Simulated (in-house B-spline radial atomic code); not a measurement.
Inner levels of phosphorus as electrons are removed. A shift is the extra binding of the orbital against the neutral atom ([Ne] 3s2 3p3). Computed with an all-electron radial atomic-structure program (B-spline basis): non-relativistic Hartree-Fock, average of the configuration, point nuclei.

| ion | configuration | shift of 1s (eV) | radius of 1s (bohr) | Σ<r²> (bohr²) | change of density at nucleus (bohr⁻³) |
| --- | --- | --- | --- | --- | --- |
| P | [Ne] 3s2 3p3 | 0 | 0.1038 | 31.146 | - |
| P+ | [Ne] 3s2 3p2 | 10.822 | 0.1038 | 21.034 | 1.3255 |
| P2+ | [Ne] 3s2 3p1 | 24.123 | 0.10379 | 14.108 | 3.0749 |
| P3+ | [Ne] 3s2 | 39.695 | 0.10379 | 8.9446 | 5.2136 |
| P4+ | [Ne] 3s1 | 58.058 | 0.10379 | 5.3468 | -1.3601 |
| P5+ | [He] 2s2 2p6 | 78.151 | 0.10379 | 2.3626 | -9.8568 |
| P6+ | [He] 2s2 2p5 | 135.2 | 0.10367 | 1.9231 | 0.0979 |
| P7+ | [He] 2s2 2p4 | 196.83 | 0.10353 | 1.5489 | 11.064 |
| P8+ | [He] 2s2 2p3 | 262.98 | 0.10337 | 1.2271 | 23.05 |
| P9+ | [He] 2s2 2p2 | 333.57 | 0.10318 | 0.94849 | 36.07 |
| P10+ | [He] 2s2 2p1 | 408.55 | 0.10297 | 0.70567 | 50.137 |
| P11+ | [He] 2s2 | 487.87 | 0.10272 | 0.49296 | 65.264 |
| P12+ | [He] 2s1 | 559.65 | 0.1027 | 0.25073 | -28.525 |
| P13+ | 1s2 | 634.1 | 0.10257 | 0.028146 | -131.9 |
| P14+ | 1s1 | 884.67 | 0.1 | 0.013333 | -1112.14 |
